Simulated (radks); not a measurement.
The numbers below are computed, except where a source is named.
Task: Species: Tl44+. Configuration: [Kr] 4d1 (the NIST ground configuration). Code: a radial shooting solver on a logarithmic mesh with Libxc functionals. Model: non-relativistic Kohn-Sham, TPSS, spin-polarised, spherical densities, point nucleus; open shells are filled with parallel spins first (spin-orbit coupling, left out, can overturn this in heavy ions); meta-GGA in the generalised Kohn-Sham scheme; relativity is left out, which matters for an element this heavy. Some entries of the table are withheld. Estimate them.

| orbital | occ. | eigenvalue (eV) | <r> (bohr) | <r^2> (bohr^2) |
|---|---|---|---|---|
| 1s down | 1 | -79165.95 | 0.01868 | 0.0004664 |
| 1s up | 1 | -79165.95 | 0.01868 | 0.0004664 |
| 2s up | 1 | -15061.09 | 0.07854 | 0.007226 |
| 2s down | 1 | -15059.68 | 0.07854 | 0.007225 |
| 2p up | 3 | -14574.88 | 0.06636 | 0.005329 |
| 2p down | 3 | -14573.83 | 0.06636 | 0.005328 |
| 3s up | 1 | -5105.364 | 0.1948 | 0.04315 |
| 3s down | 1 | -5104.824 | 0.1948 | 0.04312 |
| 3p up | 3 | -4881.391 | 0.1852 | 0.03955 |
| 3p down | 3 | -4880.746 | 0.1852 | 0.03954 |
| 3d up | 5 | -4472.357 | 0.1613 | 0.03019 |
| 3d down | 5 | -4471.170 | 0.1612 | 0.03019 |
| 4s up | 1 | -2427.472 | 0.3840 | 0.1653 |
| 4s down | 1 | -2423.733 | 0.3842 | 0.1655 |
| 4p up | 3 | -2327.290 | (1) | 0.1630 |
| 4p down | 3 | -2323.510 | (2) | 0.1631 |
| 4d up | 1 | -2150.937 | 0.3670 | 0.1537 |
| 4d down | 0 | -2147.094 | 0.3672 | 0.1539 |
| 5s up | 0 | -1412.038 | (3) | 0.4667 |
| 5s down | 0 | -1410.602 | (4) | 0.4673 |
| 5p up | 0 | -1363.203 | 0.6489 | 0.4715 |
| 5p down | 0 | -1361.781 | 0.6493 | 0.4721 |

Result: 
(1) 4p up <r> (bohr): 0.3800
(2) 4p down <r> (bohr): 0.3802
(3) 5s up <r> (bohr): 0.6469
(4) 5s down <r> (bohr): 0.6473
